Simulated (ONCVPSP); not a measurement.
What one change does to a pseudopotential (germanium, ONCV)

Ge (Z = 32), optimised norm-conserving Vanderbilt (ONCV), made with ONCVPSP 4.0.1 (LDA (Perdew-Zunger), scalar-relativistic). Core [Ar] 3d10, reference 4s2 4p2. Waves: 4s: rc 1.80 bohr, ncon 4, nbas 9, qcut 4.4 1/bohr, 2 projectors, debl 2.2 Ha; 4p: rc 2.15 bohr, ncon 4, nbas 7, qcut 4.3 1/bohr, 2 projectors, debl 3.2 Ha. Local part: polynomial inside 1.45 bohr (lpopt 5, dvloc0 0 Ha). Core correction: none.

Change: core correction polynomial model core, fcfact 0.4.

Cutoffs: the cutoffs (Ha) at which the residual kinetic energy of the hardest occupied pseudo-wave falls to 1 and 0.1 mHa per electron; they do not see the model core or the augmentation charge, which bear on the density cutoff. Errors are all-electron minus pseudo energies relative to the spin-unpolarised reference configuration.

Task: How do hardness, ghosts and transferability respond?

Result: The potential gets neither clearly harder nor softer (8.3 Ha and 16 Ha → 8.3 Ha and 16 Ha); of the 4 tests that both files solve, the error grows in 3 and shrinks in 0 by more than 15 % and 0.3 meV (median size 16.5 → 27.7 meV); neither file shows a bound ghost. A model core, the more so a compact one, raises the density cutoff, which this test does not measure.

```tsv
quantity	base	changed
cutoff, loose	8.3 Ha	8.3 Ha
cutoff, tight	16 Ha	16 Ha
bound ghosts	none	none
GHOST(+) flags under 300 eV	s at 111.7 eV	s at 111.7 eV
error for 4s2 4p1, meV [ΔE 7.64 eV]	+2.8	-6.4
error for 4s2 4p0, meV [ΔE 23.35 eV]	+30	-49
error for 4s1 4p0, meV [ΔE 58.57 eV]	+248	-262
error for 4s2 4p1.5, meV [ΔE 2.89 eV]	+0.3	-1.2
s: phases at 1.83 bohr within 0.05 rad from the reference energy up to (Ha; the scan ends near 5)	3.6	3.6
p: phases at 2.18 bohr within 0.05 rad from the reference energy up to (Ha; the scan ends near 5)	to the end of the scan	to the end of the scan
```
